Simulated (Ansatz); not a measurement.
Molecular dynamics of ClH$_{7}$Si$_{3}$

Input file:

```yaml
crystal:
  periodic: [false, false, false]
  atoms:
    - { symbol: Si, position_ang: [-0.058452, -0.10388, -0.21122] }
    - { symbol: Cl, position_ang: [-0.283163, -0.466285, 1.849939] }
    - { symbol: Si, position_ang: [2.249464, -0.018229, -0.656052] }
    - { symbol: H, position_ang: [2.908524, -1.310196, -0.257303] }
    - { symbol: H, position_ang: [2.478516, 0.225875, -2.125036] }
    - { symbol: H, position_ang: [2.854332, 1.112912, 0.129713] }
    - { symbol: Si, position_ang: [-1.143428, 1.929653, -0.679404] }
    - { symbol: H, position_ang: [-2.601844, 1.84029, -0.322252] }
    - { symbol: H, position_ang: [-0.49793, 3.020165, 0.131049] }
    - { symbol: H, position_ang: [-1.007973, 2.258906, -2.143354] }
    - { symbol: H, position_ang: [-0.704744, -1.240609, -0.960478] }
basis:
  gaussian: { orbitals: def2-SVP }
hamiltonian:
  xc: pbe
  dispersion: d4
md:
  timestep: 0.5
  n_steps: 150
  ensemble: nvt_langevin
  temperature: 1000.0
  initial_velocities: maxwell_boltzmann
  seed: 706006
  friction: 0.005
```

Launched with:

```bash
$ ansatz run input.yaml --threads 2 --pin off --max-ram 3072MiB --backend cpu --events-out ev --progress --plain --runs-dir out
```

It starts from a relaxed structure.

Output, in part (step lines, the closing report, with atoms numbered from 0):

```
md step     0: t =     0.00 fs  T =   909.1 K  F+E_penalty+E_count = -36241.55518406 eV  E_kin = 1.292600 eV  (24 SCF iters)
[... lines left out ...]
Total energy: -36240.85612588 eV, -1331.8268976917 hartree
Atom 0 at    -0.294107     0.132143    -0.176489 Å, force     0.601706    -0.482904     0.731729 eV/Å
Atom 1 at    -0.197185    -0.398473     1.965974 Å, force    -0.412388     0.372401    -1.240158 eV/Å
Atom 2 at     2.069501     0.028397    -0.569457 Å, force     0.469349     0.626861    -0.774596 eV/Å
Atom 3 at     2.779866    -0.573509     0.608192 Å, force    -0.116491    -0.126915     0.007720 eV/Å
Atom 4 at     2.432838    -0.730736    -1.854117 Å, force    -0.196402     0.089243     0.399397 eV/Å
Atom 5 at     2.727152     1.425484    -0.790448 Å, force    -0.509858    -0.561395     0.175101 eV/Å
Atom 6 at    -1.411119     2.196751    -0.559957 Å, force    -0.987241     0.210984     2.491796 eV/Å
Atom 7 at    -2.548299     2.206752     0.699351 Å, force     1.365854     0.132119    -1.546789 eV/Å
Atom 8 at    -0.742452     3.554054    -0.703794 Å, force     0.219072    -0.376621     0.365270 eV/Å
Atom 9 at    -2.122028     2.075105    -1.803913 Å, force    -0.736529    -0.315029    -1.131772 eV/Å
Atom 10 at    -1.069743    -0.939913    -0.991760 Å, force     0.302927     0.431256     0.522301 eV/Å
Dipole moment:    -0.027031     0.120611    -0.329929 e Å
```

The steps, from the saved trajectory:

```tsv
time (fs)	T (K)	potential energy less start (eV)
0	909	0.000
2.5	708	0.227
5	552	0.323
7.5	582	0.415
10	317	0.758
12.5	308	0.811
15	518	0.607
17.5	422	0.690
20	468	0.612
22.5	567	0.493
25	450	0.668
27.5	474	0.664
30	570	0.501
32.5	588	0.465
35	578	0.481
37.5	666	0.352
40	570	0.456
42.5	517	0.597
45	480	0.602
47.5	442	0.689
50	362	0.873
52.5	502	0.725
55	637	0.621
57.5	538	0.786
60	507	0.787
62.5	492	0.672
65	399	0.841
67.5	346	0.918
70	648	0.559
72.5	567	0.650
75	577	0.699
```

The run went to its last step. The mean temperature of the second half is 49 % below the set value. A run of 0.075 ps of so small a system gives no equilibrium averages.

The same pairs are bonded in the first frame and the last. Pairs count as bonded within 1.25 times the sum of covalent radii (0.12 Å more for H–H).

Last frame:

```xyz
11
Properties=species:S:1:pos:R:3
Si -0.294 0.132 -0.176
Cl -0.197 -0.399 1.966
Si 2.070 0.028 -0.570
H 2.780 -0.574 0.608
H 2.433 -0.731 -1.854
H 2.727 1.425 -0.790
Si -1.411 2.197 -0.560
H -2.548 2.207 0.699
H -0.743 3.554 -0.704
H -2.122 2.075 -1.804
H -1.070 -0.940 -0.992
```

The run took 5.7 min on 2 threads of Arm Neoverse V1 (shared host), peak memory 0.14 GiB.
